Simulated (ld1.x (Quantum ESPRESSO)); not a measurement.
Debugging a pseudopotential input (sulfur, ld1.x (Quantum ESPRESSO) 7.5)

Command:

```bash
ld1.x < S.in > S.out
```

Input:

```
&input
   title='S', zed=16., rel=1, dft='WC', iswitch=3,
   config='[Ne] 3s1.5 3p4.5 3d-2',
   nld=3, rlderiv=1.65, eminld=-3.0, emaxld=5.0, deld=0.02
 /
 &inputp
   pseudotype=3, lpaw=.true., tm=.true., lloc=-2, rcloc=0.20,
   nlcc=.true., new_core_ps=.true.,
   which_augfun='PSQ', rmatch_augfun_nc=.true.,
   file_pseudopw='S.UPF', file_wfcaegen='ae.wfc', file_wfcncgen='nc.wfc', file_beta='beta', file_chi='chi', file_wfcusgen='us.wfc'
 /
6
3S  1  0   1.50   0.00  1.15  1.50  0.0
3S  1  0   0.00  -0.75  1.15  1.50  0.0
3P  2  1   4.50   0.00  0.95  1.20  0.0
3P  2  1   0.00   1.20  0.95  1.20  0.0
3D  3  2  -2.00   0.10  1.00  1.30  0.0
3D  3  2  -2.00   0.85  1.00  1.30  0.0
 &test
   configts(1)='3s1.5 3p4.5'
 /
```

This is an input that runs to its end, with one change: rcloc set to 0.20 bohr.

How does the run end?

The program runs through. The occupied levels of the test differ from the all-electron ones by at most 0.00001 Ry (unchanged input: 0.00001 Ry).

```

     ------------------- End of pseudopotential generation -------------------

     Computing logarithmic derivative in   1.64244
     Computing logarithmic derivative in   1.64244
     Computing the partial wave expansion
     R is outside the sphere for l=    0 j= 0.00
     R is outside the sphere for l=    0 j= 0.00
     R is outside the sphere for l=    1 j= 0.00
     R is outside the sphere for l=    1 j= 0.00
     R is outside the sphere for l=    2 j= 0.00
     R is outside the sphere for l=    2 j= 0.00

     ---------------------- Testing the pseudopotential ----------------------

     S
     scalar relativistic calculation

     atomic number is 16.00   valence charge is  6.00
     dft = SLA  PW   WCX  PBC   lsd =0 sic =0 latt =0  beta=0.20 tr2=1.0E-14
     mesh =1151 r(mesh) =  99.72449 xmin = -7.00 dx = 0.01250

     n l     nl             e AE (Ry)        e PS (Ry)    De AE-PS (Ry)
     1 0     3S   1( 1.50)       -1.29008       -1.29009        0.00001
     2 1     3P   1( 4.50)       -0.53380       -0.53380        0.00000

     eps = 8.2E-15  iter =  3

     Etot =    -797.190251 Ry,    -398.595125 Ha,  -10846.325914 eV
     Etotps =   -65.069921 Ry,     -32.534960 Ha,    -885.321373 eV

     Ekin =      26.009258 Ry,      13.004629 Ha,     353.873979 eV
     Encl =     -57.464411 Ry,     -28.732205 Ha,    -781.843137 eV
     Ehrt =      16.731010 Ry,       8.365505 Ha,     227.636984 eV
     Ecxc =     -50.345777 Ry,     -25.172889 Ha,    -684.989199 eV
     (Ecc =     -10.477470 Ry,      -5.238735 Ha,    -142.553239 eV)

     ---------------------- End of pseudopotential test ----------------------
```
